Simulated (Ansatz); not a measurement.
The cluster Ag₆Sb⁺, relaxed as a singlet with RKS r2SCAN-D4/def2-SVP in Ansatz, starting from the GFN1-xTB geometry. Force threshold 0.02 eV/Å.

In the def2 sets Ag, Sb take a core potential; there is no spin–orbit coupling. The restricted singlet is unstable towards broken spin symmetry in Hartree–Fock (as tested in another run); at r2SCAN-D4/def2-SVP this wasn't settled. Another isomer (singlet) lies 0.16 eV lower at PBE0-D4/def2-TZVP; other spin states weren't run for this one.

Start:

```
atom    x (Å)    y (Å)    z (Å)
 Sb1  -0.3333   0.5165   2.0252
 Ag2  -2.5526  -0.7774   1.2663
 Ag3   0.0433  -1.9379   1.0468
 Ag4  -0.9438   0.0645  -0.8186
 Ag5   1.7253  -0.8023  -0.9175
 Ag6   0.9593   1.1977  -2.6536
 Ag7   1.1019   1.7390   0.0514
```

Problem. Estimate the energy that the relaxation releases and the steps that it takes.

Solution. 0.09 eV, in 12 steps; 57 s on 4 threads of Intel Xeon 6975P-C on a shared host. The force fell under the threshold at step 10, but the optimiser went on. No frequencies were taken in this run, so the end may be a saddle point.

Problem. Does the start keep its bonding?

Solution. By distances, no bond broke or formed, bridged metal pairs apart. The bond that changes most is Ag5–Ag6, from 2.76 to 2.66 Å (atoms count from 1). Metal–metal contacts that move far: Ag2–Ag3 2.85 to 3.70 Å.

Problem. Predict the relaxed structure.

Solution. 
```xyz
7

Sb   -0.345    0.266    2.108
Ag   -2.791   -0.192    1.156
Ag    0.389   -2.075    1.039
Ag   -0.836   -0.172   -0.759
Ag    1.844   -0.676   -1.001
Ag    0.854    1.138   -2.668
Ag    0.885    1.711    0.126
```
Bond lengths (bridged metal pairs left out): 6 × Ag–Ag 2.66 to 2.87 Å; 4 × Ag–Sb 2.66 to 2.94 Å.
